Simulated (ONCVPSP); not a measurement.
Before and after: ONCV potential for gallium

Ga, optimised norm-conserving Vanderbilt (ONCV), made with ONCVPSP 4.0.1 (LDA (Perdew-Wang 92), scalar-relativistic). Core [Ar], reference 3d10 4s1.5 4p1.5. Waves: 4s: rc 1.80 bohr, ncon 4, nbas 7, qcut 4.3 1/bohr, 2 projectors, debl 2.2 Ha; 4p: rc 1.90 bohr, ncon 5, nbas 8, qcut 4.5 1/bohr, 2 projectors, debl 1.9 Ha; 3d: rc 0.95 bohr, ncon 3, nbas 8, qcut 15.5 1/bohr, 2 projectors, debl 2.2 Ha. Local part: polynomial inside 0.65 bohr (lpopt 5, dvloc0 2 Ha). Core correction: Teter function, fcfact 4.75, rcfact 1.45.

Change: d: rc 0.68.

Cutoffs: the cutoffs (Ha) at which the residual kinetic energy of the hardest occupied pseudo-wave falls to 1 and 0.1 mHa per electron; they do not see the model core or the augmentation charge, which bear on the density cutoff. Errors are all-electron minus pseudo energies relative to the spin-unpolarised reference configuration.

Predict the effect on cutoff, ghosts and configuration errors.

The potential gets harder (99 Ha and 109 Ha → 355 Ha and 740 Ha); both files keep a bound ghost (s); of the 4 tests that both files solve, the error grows in 2 and shrinks in 0 by more than 15 % and 0.3 meV (median size 0.7 → 1.5 meV). A smaller radius makes the pseudo-wave follow the all-electron one further in, where it bends more sharply, so more plane waves are needed.

```tsv
quantity	base	changed
cutoff, loose	99 Ha	355 Ha
cutoff, tight	109 Ha	740 Ha
loose cutoff by channel	s 7.8 Ha, p 5.2 Ha, d 99 Ha	s 7.8 Ha, p 5.2 Ha, d 355 Ha
bound ghosts	s	s
GHOST(+) flags under 300 eV	p at 16.9 eV	p at 16.9 eV
error for 3d10 4s2 4p1, meV [ΔE -3.26 eV]	+0.3	+0.1
error for 3d10 4s2 4p0, meV [ΔE 2.62 eV]	-0.7	-0.7
error for 3d10 4s1 4p0, meV [ΔE 24.12 eV]	-5.1	-7.2
error for 3d10 4s0 4p3, meV [ΔE 10.28 eV]	-0.7	-2.3
s: phases at 1.82 bohr within 0.05 rad from the reference energy up to (Ha; the scan ends near 5)	4.3	4.3
p: phases at 1.92 bohr within 0.05 rad from the reference energy up to (Ha; the scan ends near 5)	0.6	0.6
rms error of d²Exc/dni dnj with the model core, mHa	1.04	1.54
```

 A true bound ghost makes a file unfit for plane-wave use even where its test errors are small: the radial tests pick states by their node count and pass the ghost by.
